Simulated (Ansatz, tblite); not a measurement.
Forces on [SnBr3]- (SnBr₃⁻) at its B3LYP-D4/def2-SVPD geometry. The state is a singlet with charge -1.

In the def2 sets Sn takes a core potential; there is no spin–orbit coupling. The xTB rows come from tblite.

GFN1-xTB (tblite), largest force 1.25 eV/Å:

```xyz
4
positions Å, forces eV/Å
Sn   -0.701    0.395    0.549    0.902   -0.508   -0.706
Br    1.364    1.947   -0.236   -0.656   -0.484    0.252
Br   -1.364   -0.653   -1.849    0.202    0.333    0.759
Br    0.702   -1.689    1.536   -0.448    0.659   -0.305
```

GFN2-xTB (tblite), largest force 0.76 eV/Å:

```
Sn 0.548 -0.309 -0.429
Br -0.324 -0.156 0.150
Br 0.017 0.168 0.351
Br -0.241 0.297 -0.071
```

LDA (SPW92)/def2-TZVPD (Ansatz), largest force 0.82 eV/Å:

```
Sn 0.594 -0.334 -0.465
Br -0.439 -0.332 0.166
Br 0.143 0.223 0.511
Br -0.298 0.444 -0.212
```
